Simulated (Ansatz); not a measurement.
H2Br2Sn, singlet, geometry from GFN2-xTB (such geometries of metal compounds can be far from the true shape) (core potentials on Sn); B3LYP/def2-TZVPD (Ansatz, a quantum-chemistry and plane-wave program).

Ansatz was given this input:
Ansatz 0.2 input:
```yaml
crystal:
  periodic: [false, false, false]
  atoms:
    - {symbol: Sn, position_ang: [-0.00521935, -0.82212153, 0.01600508]}
    - {symbol: Br, position_ang: [2.00720741, 0.62558996, 0.00731901]}
    - {symbol: Br, position_ang: [-1.99910753, 0.65025604, -0.03215720]}
    - {symbol: H, position_ang: [-0.02518100, -1.74634245, 1.46436499]}
    - {symbol: H, position_ang: [0.00265268, -1.80219083, -1.39528207]}
basis:
  gaussian:
    orbitals: def2-TZVPD
hamiltonian:
  xc: b3lyp
```

Problem. Predict the main parts of the log of this Ansatz run.

Solution. 
```
Functional definition: B3LYP
1478 factors; their error is unknown
mean field evaluation 1: about -145961.3794 eV, gradient 1.7e1 eV
mean field evaluation 2: about -145961.3405 eV, gradient 1.8e1 eV
mean field evaluation 4: about -145962.0677 eV, gradient 5.3e-1 eV
mean field evaluation 8: about -145962.6339 eV, gradient 4.3e-1 eV
mean field evaluation 16: about -145962.6341 eV, gradient 2.4e-5 eV
mean field -145962.63405068 eV, -5364.0278643355 hartree, gradient 1.9e-5 eV, S^2 0.000000; 0 other end points of the search recorded, 0 dependent functions left out
reference -145962.63433645 eV, -5364.0278748374 hartree; 47, 47 occupied and 141, 141 virtual orbitals, 1478 factors
Total energy: -145962.63433645 eV, -5364.0278748374 hartree
```
